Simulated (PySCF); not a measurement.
Mg(Cl)(NH2), SMILES [NH2][Mg][Cl] (H₂ClMgN) (CAM-B3LYP/def2-SVP optimised geometry):

```
5

Mg     0.141     0.002     0.000
Cl     2.336     0.002     0.000
N     -1.732     0.001    -0.003
H     -2.336     0.563     0.591
H     -2.336    -0.563    -0.595
```

Method: CAM-B3LYP/def2-TZVP run with PySCF.

Problem. What are the frontier orbital energies and the dipole moment?

Solution. HOMO-2 -9.99 eV, HOMO-1 -9.99 eV, HOMO -8.14 eV, LUMO -0.54 eV, LUMO+1 0.81 eV; dipole moment 2.39 D.

Meta-Löwdin charges at CAM-B3LYP/def2-TZVP: Mg1 1.44, Cl2 -0.76, N3 -1.12, H4 0.22, H5 0.22.
